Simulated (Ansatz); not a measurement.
Pulling the pair apart

The pair of Ag⁺ (SMILES [Ag+], atom 1) and CH₄ (SMILES C, atoms 2–6), both closed shells, in one local arrangement (a lower one may exist), relaxed at PBE0-D4/def2-TZVP:

Ag1  (-0.191, -0.492, -2.018)
C2  (0.037, 0.095, 0.385)
H3  (0.869, -0.414, -0.147)
H4  (-0.908, 0.316, -0.156)
H5  (0.428, 1.052, 0.724)
H6  (-0.236, -0.558, 1.212)
(Å)

CH₄ is shifted rigidly along the line between the mean atom positions of the two fragments (negative: closer). Counterpoise interaction energies in kJ/mol. Computed with Ansatz 0.2.0 (basis: def2-TZVPPD); correlated methods freeze the cores. Filled d shells of the heavier atoms are correlated. Core potentials replace the inner electrons of the atoms past krypton. B3LYP uses VWN-RPA correlation.

```json
{"shift (Å)": "-0.25", "HF": "16.8", "PBE0-D4": "-63.2", "B3LYP-D4": "-56.7"}
{"shift (Å)": "-0.12", "HF": "-9.3", "PBE0-D4": "-74.9", "B3LYP-D4": "-70.9"}
{"shift (Å)": "0.00", "HF": "-23.3", "PBE0-D4": "-77.5", "B3LYP-D4": "-75.4"}
{"shift (Å)": "0.12", "HF": "-30.0", "PBE0-D4": "-75.2", "B3LYP-D4": "-75.0"}
{"shift (Å)": "0.30", "HF": "-32.2", "PBE0-D4": "-67.4", "B3LYP-D4": "-68.6"}
{"shift (Å)": "0.62", "HF": "-27.5", "PBE0-D4": "-49.3", "B3LYP-D4": "-51.5"}
{"shift (Å)": "1.24", "HF": "-15.5", "PBE0-D4": "-24.1", "B3LYP-D4": "-25.3"}
{"shift (Å)": "2.48", "HF": "-5.3", "PBE0-D4": "-6.3", "B3LYP-D4": "-5.8"}
```

(1) What does CCSD(T) give at these shifts? (An estimate is asked for; the value comes from the calculation.)

T1 diagnostic: at most 0.011.

## Answers

(1) By the calculation: -42.0, -56.2, -60.7, -59.7, -53.6, -38.9, -18.9, -5.7 kJ/mol. For zero shift, CCSD(T) at an estimated basis limit (MP2 extrapolated from triple and quadruple zeta, plus CCSD(T) − MP2 in triple zeta) gives -71.4 kJ/mol. These are counterpoise interaction energies, counted from the two frozen fragments.

For scale, one of the runs: CCSD(T)/def2-TZVPPD, 161 basis functions, launched by `ansatz run in.yaml --threads 2 --pin off --events-out ev --progress --plain --max-ram 5222MiB`. Time: 71 s of wall clock on 2 CPU threads of an Arm Neoverse N1; the host was shared. Peak host memory: 1.4 GiB.
